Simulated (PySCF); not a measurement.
# Spin–spin coupling constants

Bonds (- single, = double, # triple, : aromatic): C1=C2, C2-C3, C2-C4, C4-C5, C4-C6, C6#N7. C1 carries H8, H9; C3 carries H10, H11, H12; C4 carries H13; C5 carries H14, H15, H16. Stereochemistry as in C=C(C)[C@H](C)C#N. H8 is cis to C3; H9 is trans to C3.

Indirect spin–spin couplings were computed at B3LYP/pcJ-1 (spin–dipole term only in couplings to heteroatoms) (PySCF 2.14) on a GFN2-xTB structure, for the isolated molecule, without vibrational or relativistic corrections. Couplings are averaged over pairs made equivalent by symmetry, fast rotation or ring inversion, so a value needn't be that of the named pair in this geometry, while other rotamers aren't included; one pair stands for each set, and the list holds a selection of those of at least 0.8 Hz over up to four bonds.

Isotopes: ¹³C, ¹H, ¹⁵N.

| pair | bonds | J (Hz) |
| --- | --- | --- |
| C1, C2 | 1 | ? |
| C1, H8 | 1 | 164.3 |
| C1, H9 | 1 | 161.8 |
| C2, C3 | 1 | 44.9 |
| C2, C4 | 1 | 41.0 |
| C3, H10 | 1 | ? |
| C4, C5 | 1 | 33.0 |
| C4, C6 | 1 | ? |
| C4, H13 | 1 | ? |
| C5, H14 | 1 | 136.9 |
| C6, N7 | 1 | ? |
| C2, C6 | 2 | -3.6 |
| C2, H10 | 2 | -6.3 |
| C3, C4 | 2 | 3.9 |
| C4, N7 | 2 | 2.9 |
| C5, C6 | 2 | -2.6 |
| C5, H13 | 2 | -4.8 |
| C6, H13 | 2 | -9.4 |
| C1, C5 | 3 | ? |
| C1, H10 | 3 | 6.3 |
| C1, H13 | 3 | 5.9 |
| C3, H9 | 3 | 10.5 |
| C3, H13 | 3 | 4.6 |
| N7, H13 | 3 | ? |
| H13, H14 | 3 | ? |
| C6, H9 | 4 | -1.1 |

Estimate the withheld couplings, with signs.

Answers


- ¹J(C1,C2) = 81.3 Hz (bond length 1.322 Å)
- ¹J(C3,H10) = 133.6 Hz (bond length 1.087 Å, sp3 carbon)
- ¹J(C4,C6) = 66.3 Hz (bond length 1.446 Å)
- ¹J(C4,H13) = 140.6 Hz (bond length 1.097 Å, sp3 carbon)
- ¹J(C6,N7) = -20.8 Hz (bond length 1.143 Å)
- ³J(C1,C5) = 2.2 Hz (dihedral angle 114°)
- ³J(N7,H13) = -1.4 Hz
- ³J(H13,H14) = 7.9 Hz (mean over equivalent pairs that range from 3.7 to 15.2 Hz in this conformer)
